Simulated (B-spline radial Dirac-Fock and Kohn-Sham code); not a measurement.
# Dipole and non-dipole photoemission parameters of Pd 3p3/2

System: the free palladium atom, [Kr] 4d10; threshold 532.3 eV (tabulated edge). These are calculated numbers from a radial atomic solver; the model is Dirac-Hartree-Slater photoionisation with a Latter tail; cross sections with all multipoles, angular parameters from the dipole term and its interference with E2.

Input file task.json (cfg lists n, l and occupation; rrms is the nuclear radius in fm):

```json
{"items": [{
  "Z": 46,
  "q": 0,
  "cfg": [[1, 0, 2], [2, 0, 2], [2, 1, 6], [3, 0, 2], [3, 1, 6], [3, 2, 10], [4, 0, 2], [4, 1, 6], [4, 2, 10]],
  "A": 106,
  "rrms": 4.5318,
  "do": "xps",
  "hv": [105.0, 200.0, 207.0, 328.0, 382.0, 435.0, 451.0, 518.0, 521.0, 600, 792.0, 800, 1000, 1180.0, 1253.6, 1550.0, 1640.0, 2000, 2420.0, 2520.0, 2540.0, 2984.4, 4540.0, 5010.0, 5840.0, 6000, 6870.0, 9690.0, 14000.0, 15000],
  "edges": {"K": 24350.0, "L1": 3604.0, "L2": 3330.0, "L3": 3173.0, "M1": 671.6, "M2": 559.9, "M3": 532.3, "M4": 340.5, "M5": 335.2, "N1": 87.1}
}]}
```

Command: `python xray2_run.py task.json out`

For linearly polarised light dσ/dΩ = σ/(4π) [1 + β P₂(cos θ) + (δ + γ cos²θ) sin θ cos φ], with θ from the polarisation vector and φ the angle between the beam and the projection of the electron momentum on the plane normal to the polarisation.

| hν (eV) | σ (kb) | β | γ | δ |
| --- | --- | --- | --- | --- |
| 600 | 375 | 0.510 | -0.084 | 0.126 |
| 792 | 281 | 1.246 | 0.254 | 0.036 |
| 800 | 277 | 1.259 | 0.249 | 0.034 |
| 1000 | 205 | 1.470 | 0.098 | 0.010 |
| 1180 | 158 | 1.554 | 0.013 | 0.004 |
| 1253.6 | 143 | 1.575 | -0.007 | 0.003 |
| 1550 | 97.6 | 1.623 | -0.029 | 0.003 |
| 1640 | 87.7 | 1.630 | -0.022 | 0.004 |
| 2000 | 59.1 | 1.641 | 0.034 | 0.006 |
| 2420 | 39.4 | 1.635 | 0.132 | 0.008 |
| 2520 | 36.1 | 1.631 | 0.157 | 0.009 |
| 2540 | 35.5 | 1.631 | 0.162 | 0.009 |
| 2984.4 | 24.7 | 1.612 | 0.276 | 0.012 |
| 4540 | 8.92 | 1.531 | 0.651 | 0.025 |
| 5010 | 6.93 | 1.505 | 0.749 | 0.030 |
| 5840 | ? | ? | ? | ? |
| 6000 | 4.31 | 1.453 | 0.936 | 0.040 |
| 6870 | 2.99 | 1.409 | 1.081 | 0.050 |
| 9690 | 1.13 | 1.281 | 1.449 | 0.084 |
| 14000 | 0.378 | 1.122 | 1.822 | 0.139 |
| 15000 | 0.306 | 1.090 | 1.888 | 0.152 |

Question: Give the values at 5840 eV.

Answer: σ = 4.64 kb, β = 1.461, γ = 0.908, δ = 0.039.
